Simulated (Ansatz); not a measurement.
Gas-phase reaction R1 → P1 + P2, each structure at its B3LYP-D3(BJ)/def2-TZVP stationary point, reached from a drawn start (curvature not checked).
R1, F2Y (SMILES [F][Y][F]) (charge 0, multiplicity 2):
```csv
atom,x (Å),y (Å),z (Å)
Y,0.0037,0.0050,-0.6946
F,1.6818,-0.0060,0.3562
F,-1.6854,0.0010,0.3383
```
P1, FY (SMILES [F][Y]) (charge 0, multiplicity 1):
```json
[
 {"atom": "Y", "x (Å)": "-0.0088", "y (Å)": "-0.0176", "z (Å)": "-0.9706"},
 {"atom": "F", "x (Å)": "0.0088", "y (Å)": "0.0176", "z (Å)": "0.9706"}
]
```
P2: F atom, charge 0, multiplicity 2.

P less R. No zero-point or thermal terms; singlets are restricted closed shells; open shells are unrestricted; no spin–orbit coupling. The spin states of the d-block species are the ones drawn and need not be the lowest.

Frozen-core correlation throughout.

Codes used: Ansatz (a quantum-chemistry and plane-wave program). All values are computed, each at the level named. Elements past Kr take the def2 small-core potentials, without spin–orbit coupling.

| level | reaction energy (kcal/mol) |
|---|---|
| HF/def2-TZVPP | 115.91 |
| SVWN5/def2-TZVPP | 167.52 |
| BLYP/def2-TZVPP | 148.38 |
| r2SCAN/def2-TZVPP | 154.61 |
| B2PLYP/def2-TZVPP | 145.79 |
| MP2/def2-TZVPP | 152.81 |
| SCS-MP2/def2-TZVPP | 145.99 |
| CCSD/def2-SVP | 138.44 |
| CCSD/def2-TZVPP | … |

Question: Some entries are withheld; supply them.

Answer: 
- CCSD/def2-TZVPP, reaction energy (kcal/mol): 138.12
